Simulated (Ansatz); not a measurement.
`O[Si](O)(F)O[SiH3]`. Charge 0, multiplicity 1.

Z-matrix (Å, degrees):
```
Si
O 1 1.618
F 1 1.588 2 111.4
O 1 1.623 2 108.8 3 -119.0
O 1 1.606 2 108.2 3 117.2
H 2 0.958 1 118.4 3 77.1
H 4 0.958 1 118.5 2 163.8
Si 5 1.641 1 145.4 2 9.7
H 8 1.484 5 110.1 1 -66.9
H 8 1.484 5 110.2 1 54.1
H 8 1.483 5 107.5 1 173.6
```

Q: Give the diagnostics of a CCSD(T)/def2-TZVPP run (frozen core, the Gaussian-basis code of Ansatz). (Estimate.)

A: The calculation gave: T1 = 0.0112, largest single amplitude 0.013, largest double 0.021, (T) share of the correlation energy 3.1 %, 9 CCSD cycles. The RHF solution is stable towards an unrestricted one. T1 lies under the customary mark of 0.02 for closed shells.
